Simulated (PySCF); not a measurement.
# [CoO2]-, broken-symmetry Ms = 1: structure and spectrum

Computed with PySCF, UPBE0, basis Co def2-SVPD, O def2-SVPD (no relativity, density fitting).

The structure is a minimum.

```xyz
3
charge -1 multiplicity 3, angstrom
Co    0.0000    0.0000   -0.6022
O     0.7305    0.0000    1.1088
O    -0.7305    0.0000    1.1088
```

| Quantity | Value |
| --- | --- |
| Point group | C2v |
| Bond lengths | Co–O 1.860 Å (×2), O–O 1.461 Å |
| Bond angles | Co–O–O 66.9° (×2), O–Co–O 46.2° |
| Spin squared ⟨S²⟩ | 2.961 |
| Dipole moment about the centre of mass | 2.15 D |
| Zero-point energy | 10.9 kJ/mol |
| Heat capacity Cp at 298.15 K | 46.5 J/(mol K) |
| Enthalpy at 298.15 K above 0 K | 11.41 kJ/mol |
| Rotational symmetry number | 2 |
| Highest occupied level (β) | 0.03 eV |
| Principal quadrupole moments (Buckingham, traceless) about the centre of mass | -10.80, 3.44, 7.36 D Å |
| Principal polarisabilities | 100.1, 101.5, 115.6 bohr³ |
| Entropy at 298.15 K and 1 bar (electronic part: spin only) | 271.1 J/(mol K) |
| Rotational constants | 0.9875, 0.2777, 0.2167 cm⁻¹ |
| Lowest empty level (α) | 2.32 eV |

Harmonic modes (masses in u: Co 58.933, O 15.995):
| symmetry | ω (cm⁻¹) | IR (km/mol) |
| --- | --- | --- |
| b2 | 388 | 9.2 |
| a1 | 547 | 55.4 |
| a1 | 880 | 95.4 |

In C2v the vibrations span b2 + 2a1. Here b1 is antisymmetric to the molecular plane and b2 lies in it.

Charges (e); Mulliken and Löwdin values are unreliable with diffuse functions:
```json
{"atom": "Co1", "Mulliken": "0.24", "Löwdin": "0.40", "polar tensor": "0.03", "spin (Mulliken)": "1.63", "Mayer order to Co1": "–"}
{"atom": "O2,3", "Mulliken": "-0.62", "Löwdin": "-0.70", "polar tensor": "-0.52", "spin (Mulliken)": "0.19", "Mayer order to Co1": "0.57"}
```
Other Mayer orders above 0.3: O–O 0.70.

Mulliken populations on Co1: s 6.94, p 12.50, d 7.32, f 0.00.

The determinant is spin-contaminated (⟨S²⟩ = 2.96, pure value 2.00). The highest occupied level lies above zero, a sign of self-interaction error or too small a basis; response properties are unreliable. Only a few start shapes were tried, so a lower isomer may exist. With open d or f shells other occupations or spin states may lie lower. The lowest empty level of this anion is unbound, so it and the gap depend on the basis. At this level a quintet minimum of D∞h symmetry lies 261 kJ/mol below this structure.

The final relaxation and frequency run took of the order of 70 core-seconds on a shared host.
